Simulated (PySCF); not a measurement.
Species: C7H10.
SMILES with atom numbers: `[CH2:1]=[CH:2][C:3](=[CH2:4])/[CH:5]=[CH:6]\[CH3:7]` (hydrogens: H8, H9 on C1; H10 on C2; H11, H12 on C4; H13 on C5; H14 on C6; H15, H16, H17 on C7)

Geometry (GFN2-xTB, Å), atoms numbered from 1 in this order:
```
atom  x, y, z in Å
C1    -1.257   -1.235   -1.105
C2    -1.537   -0.243   -0.269
C3    -0.664    0.892    0.009
C4    -1.124    1.950    0.682
C5     0.719    0.882   -0.509
C6     1.662    0.010   -0.182
C7     1.518   -1.108    0.797
H8    -0.320   -1.279   -1.635
H9    -1.954   -2.034   -1.289
H10   -2.495   -0.218    0.238
H11   -2.132    1.986    1.061
H12   -0.505    2.808    0.879
H13    0.955    1.686   -1.196
H14    2.645    0.102   -0.628
H15    1.666   -2.068    0.302
H16    2.279   -1.018    1.572
H17    0.537   -1.102    1.264
```

The closed-shell ground state was solved at several levels (PySCF, density fitting, gas phase, non-relativistic).

| level | basis functions | total energy (Eh) | HOMO (eV) | LUMO (eV) | gap (eV) | dipole (D) |
| --- | --- | --- | --- | --- | --- | --- |
| wB97X-D/def2-SVPD | 220 | -272.4155 | -8.34 | 0.84 | 9.18 | 0.43 |
| B3LYP/pcJ-1 | 289 | -272.7240 | -6.34 | -1.02 | 5.32 | 0.45 |

Estimate the row for PBE0/pcSseg-1, a basis of 169 functions; the other rows only guide the guess.

Total energy -272.3251 Eh, HOMO -6.57 eV, LUMO -0.84 eV, gap 5.73 eV, dipole 0.47 D.

Over all these levels, which gives the widest orbital gap and which the narrowest?

wB97X-D/def2-SVPD (range-separated hybrid) has the widest, 9.18 eV, and B3LYP/pcJ-1 (global hybrid, 20 % exact exchange) the narrowest, 5.32 eV. Functional and basis both differ between the two, so the spread mixes both effects.

How far do the dipole and the HOMO energy spread over the levels?

The dipole runs from 0.43 to 0.47 D (mean 0.45 D) and the HOMO from -8.34 to -6.34 eV.

One conformer stands for the species.

wB97X-D is run here without its empirical dispersion term; that term would change no orbital, density or response property at a fixed geometry.
